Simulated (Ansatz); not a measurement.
An input meant for the cluster Be₄Se₅ (charge 0, singlet).

```yaml
crystal:
  periodic: [false, false, false]
  atoms:
    - {symbol: Be, position_ang: [0.958974, 1.427517, -0.168500]}
    - {symbol: Be, position_ang: [-0.637663, 0.501290, 1.276411]}
    - {symbol: Be, position_ang: [-0.927465, 0.413458, -1.120929]}
    - {symbol: Be, position_ang: [1.015257, -1.065065, -0.083210]}
    - {symbol: Se, position_ang: [-1.079087, 2.243438, 0.048317]}
    - {symbol: Se, position_ang: [1.476902, 0.294985, 1.612489]}
    - {symbol: Se, position_ang: [-1.741343, -1.122624, 0.251601]}
    - {symbol: Se, position_ang: [1.047873, 0.164548, -1.934581]}
    - {symbol: Se, position_ang: [-0.113458, -2.857546, 0.118403]}
basis:
  gaussian: {orbitals: aug-cc-pVDZ}
hamiltonian: {xc: {name: TPSS}}
scf: {omitted_lower_state_checks: [starts]}
output: {forces: true}
```

```sh
$ ansatz run in.yaml --threads 2 --pin off --events-out ev --progress --plain --max-ram 32768MiB --backend cuda --devices 0, --max-vram 18GiB
```

Output, abridged:

```
Error: YAML parse error: error: line 15 column 19: hamiltonian.xc: no functional is named "TPSS"; the names, which are not case-sensitive, are SVWN5, SPW92, PBE, PBE0, PBEsol, revPBE, revPBE0, RPBE, rPW86-PBE, HSE06, wPBEh, LC-wPBE, HISS, HF, BLYP, B3LYP, B3LYP5, BHLYP, CAM-B3LYP, r2SCAN, r2SCANh, r2SCAN0, r2SCAN50, m-r2SCAN, B97, wB97, wB97X, wB97X-V, B97M-V, wB97M-V, B2PLYP, B2GP-PLYP, PBE0-DH, PBE-QIDH
13 | basis:
14 |   gaussian: {orbitals: aug-cc-pVDZ}
15 | hamiltonian: {xc: {name: TPSS}}
16 | scf: {omitted_lower_state_checks: [starts]}
17 | output: {forces: true}
```

**Question.** Something in this input is off. What?

**Answer.** The method's name isn't one that the program takes here. The input was rejected before any iteration.
